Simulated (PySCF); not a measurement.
Compound: C₄H₁₁NOSi.
SMILES with atom numbers: `[NH2:1][CH2:2][C@@H:3]1[CH2:4][O:5][SiH2:6][CH2:7]1`

NICS = −σ at a ghost point: NICS(0) at the centroid of the ring atoms, NICS(1) 1 Å to either side along the normal of their mean plane, zz for the tensor component along that normal. Level: GIAO CAM-B3LYP/pcSseg-1 (PySCF, non-relativistic, gas phase) on the PBE0-D3(BJ)/def2-SVP geometry, one conformer.

Ring bond lengths (Å): C3–C4 1.536, C4–O5 1.411, O5–Si6 1.683, Si6–C7 1.885, C7–C3 1.539.

Task: Give the NICS values of each ring in ppm.

Result: 
```json
{"ring": "C3–C4–O5–Si6–C7", "type": "5-membered ring with O and Si; formal bonds all single", "NICS(0)": "-5.8", "NICS(1), two faces": "-3.0 / -3.5", "NICS(1)zz, two faces": "-2.8 / -3.5", "rms pucker (Å)": "0.17", "centre to ring atoms, mean (Å)": "1.35"}
```

Task: What do they say, and how far can they be read as aromaticity?

Result: 
- C3–C4–O5–Si6–C7: mean NICS(1)zz -3.1 ppm, shielded. C3, C4, Si6, C7 have four or more neighbours, so the value isn't read as a sign of a π ring current.

Task: List the ring angles.

Result: 
- C3–C4–O5–Si6–C7: C3 106.9°, C4 109.9°, O5 112.2°, Si6 95.6°, C7 101.1°; sum 525.8° against 540° for a flat convex ring.

Task: What are the shieldings of the ring atoms and their hydrogens in the same run (means over atoms taken as equivalent)?

Result: 
```csv
atoms,environment,σ isotropic (ppm)
C3,sp3 CH carbon,134.2
C4,sp3 carbon bound to oxygen,107.4
O5,silyl ether oxygen,306.4
Si6,oxygen-bound silicon,338.0
C7,sp3 carbon bound to silicon,168.0
H on C3,methine hydrogen,29.75
H on C4,methylene hydrogen,27.08
H on C4,methylene hydrogen,28.14
H on Si6,Si–H hydrogen,26.50
H on Si6,Si–H hydrogen,26.44
H on C7,methylene hydrogen,30.60
H on C7,methylene hydrogen,30.92
```

Task: How do the values depend on the level or the medium?

Result: 
```csv
level,"NICS(0), C3–C4–O5–Si6–C7","mean NICS(1)zz, C3–C4–O5–Si6–C7"
"CAM-B3LYP/pcSseg-1, gas",-5.8,-3.1
"PBE0/pcSseg-1, gas",-6.1,-3.3
"PBE0/pcSseg-1, IEF-PCM chloroform",-6.2,-3.4
"PBE0/pcSseg-1, IEF-PCM water",-6.2,-3.4
```

The geometry is the same throughout; the continuum's cavity takes Bondi-type radii × 1.2.
